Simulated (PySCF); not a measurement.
## NMR data sheet: C5H9NO2Si

| Property | Result |
| --- | --- |
| Formula | C5H9NO2Si |
| SMILES | CO[Si@@H](O)[C@H]1C[C@@H]1C#N |
| InChI | InChI=1S/C5H9NO2Si/c1-8-9(7)5-2-4(5)3-6/h4-5,7,9H,2H2,1H3/t4-,5+,9-/m1/s1 |
| Point group of the computed structure | C1 |
| Degrees of unsaturation | 3 |
| Carbon signals | 5 |
| Proton signals | 7 |

Bonds (- single, = double, # triple, : aromatic): C1-O2, O2-Si3, Si3-O4, Si3-C5, C5-C6, C6-C7, C7-C8, C8#N9, C7-C5. C1 carries H10, H11, H12; Si3 carries H13; O4 carries H14; C5 carries H15; C6 carries H16, H17; C7 carries H18. Stereochemistry as in CO[Si@@H](O)[C@H]1C[C@@H]1C#N. H17 is cis to Si3 on the ring; H16 is trans to Si3 on the ring.

[PySCF 2.14: PBE0/pcSseg-1 with gauge-including orbitals; GFN2-xTB geometry; rapidly exchanging positions averaged; one computed conformer; gas phase; no relativistic terms]

Chemical shifts δ = σref − σ; TMS for $^{1}$H (31.72 ppm), $^{13}$C (186.93 ppm), $^{29}$Si (349.16 ppm); $^{15}$N (267.73 ppm) against NH3; H2O for $^{17}$O (336.08 ppm), all at this level.

| carbon | δC, type | δH (multiplicity) | HMBC from (2–3 bonds) | span of the C tensor (ppm) |
| --- | --- | --- | --- | --- |
| C1 | 51.3, CH3 | 3.95 (s) | H13 | 75 |
| C5 | 10.2, CH | 0.25 (m) | H13, H18, H16, H17 | 73 |
| C6 | 12.6, CH2 | H16 1.14 (m); H17 0.97 (m) | H13, H18, H15 | 57 |
| C7 | -1.4, CH | 1.39 (m) | H13, H16, H17, H15 | 69 |
| C8 | 127.6, C | – | H18, H16, H17, H15 | 354 |

Other nuclei:
| atoms | nucleus | environment | δ (ppm) | σ (ppm) |
| --- | --- | --- | --- | --- |
| H13 | $^{1}$H | hydrogen on a silicon bonded to C, 2 O | 5.08 | 26.64 |
| H14 | $^{1}$H | hydrogen on an oxygen bonded to Si | 1.61 | 30.11 |
| Si3 | $^{29}$Si | silicon bonded to C, 2 O, H | -28.4 | 377.6 |
| N9 | $^{15}$N | nitrile nitrogen | 289.5 | -21.8 |
| O4 | $^{17}$O | oxygen bonded to Si, H | 33.1 | 303.0 |
| O2 | $^{17}$O | oxygen bonded to C, Si | 24.5 | 311.6 |

Carbon types of the structure: 1 × C, 2 × CH, 1 × CH2, 1 × CH3, leaving 2 H on heteroatoms. δC 127.6: nitrile carbon; typical of a nitrile. δC 51.3: methyl carbon bonded to O; the inductive effect lowers its shielding. δC 12.6, 10.2, -1.4: three-membered-ring carbon; carbons of three-membered rings are unusually shielded. δH 3.95: hydrogen on a methyl carbon bonded to O; its carbon carries O, hence the downfield position. δH 1.39, 1.14, 0.97, 0.25: hydrogen on a three-membered-ring carbon; cyclopropane-type protons are shielded by the ring.

OH and NH positions are those of a molecule without intermolecular hydrogen bonds; in solution they move with solvent, concentration and temperature, and exchange usually removes their couplings. Shifts are as computed. Against solution values, carbons near 30 ppm lie about +3 ppm off and those near 130 ppm about +5 ppm. Of 1309 compounds with measured shifts, 239 miss one by over three times the rms of a fit or turn the order of signals round; such compounds aren't used in these exercises. Experimental scales use liquid or dissolved standards, which lie at an offset from isolated NH3 (liquid NH3: subtract about 20 ppm) and H2O (liquid H2O: subtract about 36 ppm). Unscaled 15N shifts of sp2 nitrogen come out 20 to 40 ppm too high even then. Multiplicities follow the n + 1 count of equivalent neighbours, as no J values were calculated; m marks all less simple cases, F and P coupling included.
